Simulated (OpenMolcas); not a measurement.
An atom or ion with 40 electrons was computed by MS-RASPT2, IPEA 0.25 Eh, imaginary shift 0.1 Eh with spin-orbit coupling (OpenMolcas, ANO-RCC-VTZP, DKH2). The lowest levels that the run gave, each within 12 % of the measured value where one is at hand:

```csv
J,Parity,E (cm⁻¹),g
0,even,0.0,
1,even,251,1.501
2,even,694,1.500
3,even,1269,1.499
4,even,1937,1.499
0,even,11940,
1,even,13230,1.494
4,even,13870,0.853
5,even,14490,1.044
2,even,14960,0.677
3,even,15000,1.021
6,even,15040,1.164
```

Which ion is it, and what are the configurations and terms?

Mo III (Z = 42, charge +2; active space 4 electrons in 9 orbitals (RAS2 4d 5s; RAS3 5p, at most 2 electrons)). J, parity and g give the terms where levels are pure, and mixed ones are named by the computed weights; the size of the splittings, set against known spectra of the 40-electron sequence, gives the charge. In order, with the measured energies in cm⁻¹ (Sugar and Musgrove, J. Phys. Chem. Ref. Data 17, 155 (1988)): 4d⁴ ⁵D₀, 4d⁴ ⁵D₁ (242), 4d⁴ ⁵D₂ (668), 4d⁴ ⁵D₃ (1224), 4d⁴ ⁵D₄ (1872), 4d⁴ ³P₀(1) (11149), 4d⁴ ³P₁(1) (12510), 4d⁴ ³H₄ (12680), 4d⁴ ³H₅ (13276), 4d⁴ ³F₂(1) (13929), 4d⁴ ³F₃(1) (13948), 4d⁴ ³H₆ (13811).

CASPT2 does not keep the components of a term degenerate, so their means are used; among the terms shown or strongly mixed into the levels shown the widest spread is 85 cm-1 (4d⁴ ³F(1)). Blocks of more than 70 roots (2S+1 = 3 even, 1 even) ran without multistate coupling. Some high roots are left out of the spin-orbit mixing, which shifts the levels that they would mix with. Terms from blocks run as CI alone lack orbitals of their own. Configurations are named by rounded mean occupations; where the s occupation lies near a half they are strongly mixed, a name can repeat and a true partner stay unpaired. Measured partners are found by configuration, term and J. A level has none where our copy of the source lacks it or the pairing is in doubt (some pairs that miss far off the trend of their configuration count as doubtful), and it then counts in no deviation. Levels of configurations outside the active space are missing.

A number in round brackets counts repeated terms of one configuration in the order of the reference energies.
